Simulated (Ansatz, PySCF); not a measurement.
Molecule: 1,1-difluoro-1-methoxyethane, C3H6F2O (charge 0, singlet). SMILES: COC(F)(F)C
Geometry from a B3LYP-D3(BJ)/def2-TZVP (Ansatz, an electronic-structure program) optimisation:
```xyz
12

C      1.6896    -1.0185     0.2085
O      0.9300     0.1437     0.5371
C     -0.3139     0.2409    -0.0185
C     -1.2971    -0.8555     0.3206
F     -0.7976     1.4389     0.3963
F     -0.2022     0.3290    -1.3935
H      1.2729    -1.9125     0.6787
H      1.7462    -1.1582    -0.8719
H      2.6865    -0.8408     0.6028
H     -2.2649    -0.6085    -0.1111
H     -1.3901    -0.9337     1.4027
H     -0.9645    -1.8081    -0.0871
```

Wanted: atomisation energy (electronic, to ground-state atoms), in kcal/mol. Valence correlation only, unless marked. UHF or UKS for open shells. No spin-orbit coupling. No relativistic terms. The coupled-cluster limit lacks core correlation, which all-electron functionals hold. CBS marks a two-point X^-3 extrapolation of the correlation energy; Hartree-Fock from the larger set. The bracket is a focal-point correction in the basis named.

```json
[
 {"level": "revPBE/def2-TZVPD", "program": "Ansatz", "atomisation energy (kcal/mol)": "1113.4"},
 {"level": "TPSSh-D4/def2-TZVPD", "program": "PySCF + dftd4", "atomisation energy (kcal/mol)": "1132.5"}
]
```

What does RI-MP2/CBS(cc-pVTZ,cc-pVQZ)+[CCSD(T)-MP2]/cc-pVTZ (Ansatz) give?

1134.3 kcal/mol, so TPSSh-D4/def2-TZVPD differs from it by -1.8 kcal/mol.
